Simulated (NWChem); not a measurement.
Species: C₂H₂BFN₂; SMILES B1(F)N=CC=N1

```xyz
8

F      0.0000     0.0000    -2.0303
B      0.0000     0.0000    -0.7148
N      0.0000     1.2611     0.1075
C      0.0000     0.7757     1.2974
C      0.0000    -0.7757     1.2974
N      0.0000    -1.2611     0.1075
H      0.0000     1.3946     2.2201
H      0.0000    -1.3946     2.2201
```
Atoms are numbered in this order, from 1.

All runs: NWChem. Pople sets run with spherical d functions. Coordinates come from a PBE-D3(BJ)/def2-SVP optimisation. Atomic charges in e: unrestrained fits to the electrostatic potential beside Mulliken populations; buried atoms are poorly determined by the fit.

Q: Estimate the computed values for Hartree-Fock/6-31G*. Quantities: ESP F1; Mulliken F1; ESP B2; Mulliken B2; ESP N3; Mulliken N3; ESP C4; Mulliken C4; ESP C5; Mulliken C5; relative RMS misfit of the potential (%).

A: 
```json
{
 "ESP F1": "-0.42",
 "Mulliken F1": "-0.36",
 "ESP B2": "1.23",
 "Mulliken B2": "0.92",
 "ESP N3": "-0.74",
 "Mulliken N3": "-0.53",
 "ESP C4": "0.26",
 "Mulliken C4": "0.02",
 "ESP C5": "0.26",
 "Mulliken C5": "0.02",
 "relative RMS misfit of the potential (%)": "19"
}
```
